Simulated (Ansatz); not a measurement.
Input for Ansatz (an electronic-structure program): U-CCSD(T)/def2-SVP on GaH5Si (SMILES [SiH3][GaH2]), a point of a bond scan (R = 2.008 Å). The run froze 19 orbitals, filled d shells among them.

Ansatz 0.2 input:
```yaml
crystal:
  periodic: [false, false, false]
  atoms:
    - {symbol: Ga, position_ang: [0.02140487, -0.38021066, -0.73000771]}
    - {symbol: H, position_ang: [-1.28898464, -0.51608025, -1.59458557]}
    - {symbol: H, position_ang: [1.35851094, -0.96271666, -1.32506357]}
    - {symbol: Si, position_ang: [-0.03927517, 0.73299862, 1.42129057]}
    - {symbol: H, position_ang: [-0.05173671, 2.71935479, 1.12446654]}
    - {symbol: H, position_ang: [1.13421429, 0.41105666, 2.27100573]}
    - {symbol: H, position_ang: [-1.26893307, 0.38791648, 2.17939368]}
basis:
  gaussian:
    orbitals: def2-SVP
correlation: {method: ccsd_t, electrons: outside_noble_gas}
scf: {omitted_lower_state_checks: [cluster_reference]}
magnetization: {spin_polarized: true, initial_magnetization: 0}
```

It printed:

```
WARN ansatz: RAYON_NUM_THREADS=1 ignored (pool sized by the plan → 1); use --threads N
Functional definition: HF
these checks for a lower state are left out or cut short: cluster_reference
integrals: 0.09 GiB planned
750 factors; integrals over basis functions are off by at most 1.5e-3 eV
mean field: 0.26 GiB planned
mean field evaluation 1: about -60263.5665 eV, gradient 8.8e0 eV
mean field evaluation 2: about -60263.5671 eV, gradient 8.8e0 eV
mean field evaluation 4: about -60264.4215 eV, gradient 1.8e0 eV
mean field evaluation 8: about -60264.4350 eV, gradient 4.5e-4 eV
mean field evaluation 16: about -60262.9426 eV, gradient 6.6e0 eV
mean field -60264.43502261 eV, -2214.6771383798 hartree, gradient 1.4e-6 eV, S^2 0.000000; 2 other end points of the search recorded, 0 dependent functions left out
19 core orbitals not correlated
reference -60264.43502261 eV, -2214.6771383798 hartree; 6, 6 occupied and 50, 50 virtual orbitals, 750 factors
second order -4.72588219 eV of doubles, -0.00000000 eV of singles
coupled cluster: 0.21 GiB planned
cycle   1  -5.61032409 eV  change   -8.8e-1 eV  update   7.9e-2
cycle   2  -5.97367437 eV  change   -3.6e-1 eV  update   3.1e-2
cycle   3  -5.99379495 eV  change   -2.0e-2 eV  update   8.7e-3
cycle   4  -5.99191042 eV  change    1.9e-3 eV  update   3.0e-3
cycle   5  -5.99109433 eV  change    8.2e-4 eV  update   1.1e-3
cycle   6  -5.99089259 eV  change    2.0e-4 eV  update   3.9e-4
cycle   7  -5.99091768 eV  change   -2.5e-5 eV  update   1.5e-4
cycle   8  -5.99097364 eV  change   -5.6e-5 eV  update   5.2e-5
cycle   9  -5.99096619 eV  change    7.4e-6 eV  update   1.7e-5
cycle  10  -5.99096116 eV  change    5.0e-6 eV  update   5.4e-6
perturbative correction -0.14649422 eV, -0.0053835632 hartree
Total energy: -60270.57247798 eV, -2214.9026857046 hartree
Checks for a lower state left out: cluster_reference
```

The run converged.

Cost: around 6 core-seconds (rough).
